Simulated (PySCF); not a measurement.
Computed IR spectrum (relative IR intensity) of a molecule C3H7BO. Geometry optimised at PBE-D3(BJ)/def2-SVP. Other conformers were not sampled. Level of theory: PBE-D3(BJ)/def2-SVP (PySCF). Harmonic, unscaled wavenumbers; measured fundamentals usually lie a few per cent lower.

ν (cm⁻¹): 352 (vw), 491 (w), 656 (m), 691 (w), 802 (vw), 872 (w), 891 (vw), 899 (w), 922 (w), 949 (vw), 1058 (vw), 1103 (w), 1122 (m), 1159 (vw), 1242 (m), 1339 (w), 1351 (vw), 1406 (m), 1455 (vs), 2980 (m), 2985 (w), 3049 (w), 3059 (w), 3711 (m) (against the strongest line: vs over 80 %, s over 45 %, m over 15 %, w over 4 %, vw less)

Question: Which structure fits?
(A) C=CCBO
(B) C=CBOC
(C) CB(C)C=O
(D) OB1CCC1

Answer: D, OB1CCC1
